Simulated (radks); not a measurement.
The numbers below are computed, except where a source is named.
Task: Coherent X-ray form factor from a spherical all-electron density. Level of theory: Dirac Kohn-Sham, RPBE, spin-unpolarised, spherical densities, finite nucleus; Fermi nuclear charge, rms radius of each element as measured or else 0.836 A^(1/3) + 0.57 fm (a radial shooting solver on a logarithmic mesh with Libxc functionals).

sin(theta)/lambda (1/angstrom),f0 (electrons)
0.05,45.365
0.1,43.606
0.15,41.081
0.2,38.189
0.25,35.250
0.3,32.466
0.4,27.735
0.5,24.196
0.6,21.613
0.8,18.057
1,15.301
1.25,12.224
1.5,9.692
2,6.662

The species is in the configuration that NIST lists as its ground one. Which atom or ion scatters so?

Result: The silver ion Ag+, [Kr] 4d10. Extrapolating in s^2 from the first two rows gives f0(0) = 46.0, near the electron count 46; among species with that count, the fall with angle is slower the higher Z, and the table is that of Z = 47; from so few rows the species is fixed only to a neighbour or two.
